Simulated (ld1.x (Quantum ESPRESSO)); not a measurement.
# What one change does to a pseudopotential (H, TM)

```json
{
  "Element": "hydrogen (H)",
  "Generator": "ld1.x (Quantum ESPRESSO) 7.5",
  "Type": "norm-conserving Troullier–Martins (Kleinman–Bylander form)",
  "Functional": "PBE",
  "Relativity": "non-relativistic",
  "Frozen core": "none",
  "Valence charge": "1",
  "Reference configuration": "1s1",
  "Partial waves": "2p channel at 0.2 Ry: rc 0.75 bohr; 1s (bound): rc 0.90 bohr",
  "Local potential": "the s channel",
  "Core correction": "none"
}
```

All-electron outer shells of the reference configuration (PBE, non-relativistic, ld1.x):

```json
{"shell": "1s", "level (eV)": "-6.49", "outermost node (bohr)": "–", "outermost maximum (bohr)": "1.03"}
```

Change: wave 1s (bound): rc 0.90 bohr becomes 1s (bound): rc 1.22 bohr.

Cutoffs: the cutoffs (Ry, on a coarse ladder) from which the occupation-weighted sum of valence levels, in a spherical-Bessel basis at the reference potential, stays within 10 and 1 mRy of its value at 400 Ry; they do not see the model core or the augmentation charge, which bear on the density cutoff. Errors are all-electron minus pseudo energies relative to the spin-unpolarised reference configuration.

Problem. Predict the effect on cutoff, ghosts and configuration errors.

Solution. The potential gets softer (30 Ry and 55 Ry → 21 Ry and 35 Ry); neither file shows a bound ghost. A larger radius leaves more room for a smooth pseudo-wave, so fewer plane waves are needed.

```tsv
quantity	base	changed
cutoff, loose	30 Ry	21 Ry
cutoff, tight	55 Ry	35 Ry
bound ghosts	none	none
error for 1s0.5, meV [ΔE 4.76 eV]	+0.3	+1.3
```
